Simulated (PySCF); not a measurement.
Species: [IrCl6]3- (charge -3 and singlet state).
Bonds: Ir1–Cl2, Ir1–Cl3, Ir1–Cl4, Ir1–Cl5, Ir1–Cl6, Ir1–Cl7.
The ion is multiply charged and has no counter-ions or solvent; whether it holds all its electrons wasn't checked.

Method: PBE0-D3(BJ)/def2-SVP geometry optimisation, gas phase, def2 core potentials past Kr (PySCF); density fitting, grid level 1; the optimiser is geomeTRIC in internal coordinates, started from a GFN2-xTB structure with every atom displaced at random (about 0.03 Å).

Step 0: E = -77928.3704 eV
```
atom  x, y, z in Å  |  force x, y, z in eV/Å
Ir1     0.0627   -0.0777    0.0121   -0.828   1.933  -0.664
Cl2    -0.0359   -0.0236    2.3612    0.153  -0.131   0.840
Cl3    -0.0427    0.0029   -2.3946    0.241  -0.144  -0.381
Cl4     2.4689    0.0091    0.0084    0.246  -0.136   0.039
Cl5    -2.3759   -0.0172   -0.0520   -0.044  -0.172   0.110
Cl6    -0.0207    2.3803    0.0044    0.134   0.084   0.039
Cl7     0.0355   -2.3758   -0.0080    0.098  -1.434   0.017
```

Step 1: E = -77928.5276 eV
```
atom  x, y, z in Å  |  force x, y, z in eV/Å
Ir1     0.0271   -0.0351   -0.0005   -0.255   0.561  -0.234
Cl2     0.0028   -0.0465    2.4171    0.019   0.000   0.095
Cl3    -0.0233    0.0077   -2.4435    0.125  -0.067   0.052
Cl4     2.4560    0.0141    0.0195    0.009  -0.057  -0.011
Cl5    -2.4160   -0.0407   -0.0600    0.076  -0.033   0.094
Cl6     0.0083    2.4322   -0.0075    0.001  -0.185   0.036
Cl7     0.0369   -2.4336    0.0065    0.027  -0.220  -0.032
```

**Question.** Estimate the geometry and energy of step 2. (The exact step hangs on the optimiser's Hessian estimate; all steps are aligned on step 1, rigid shifts and turns removed.)

**Answer.** E = -77928.5356 eV, largest force 0.186 eV/Å
```
atom  x, y, z in Å  |  force x, y, z in eV/Å
Ir1     0.0199   -0.0181   -0.0064   -0.110   0.127  -0.080
Cl2    -0.0392    0.0052    2.4255    0.086  -0.066  -0.011
Cl3     0.0350   -0.0200   -2.4474   -0.006   0.023   0.065
Cl4     2.4520   -0.0241   -0.0398    0.000   0.051   0.087
Cl5    -2.4154   -0.0287   -0.0198    0.027  -0.023  -0.005
Cl6    -0.0201    2.4273    0.0425    0.039  -0.086  -0.073
Cl7     0.0597   -2.4435   -0.0232   -0.035  -0.026   0.018
```

The energy changes by -0.0080 eV. The first-order estimate −F·Δx gives -0.0342 eV and the mean of the old and new forces, exact on a quadratic surface, -0.0082 eV. The step makes an angle of 72° with the force vector and moves no atom by more than 0.071 Å.

The cost below is that of the whole optimisation. The run took 3.0 min of wall time on AMD EPYC 7571, one thread (shared host), and the process peaked at 0.59 GiB of memory.
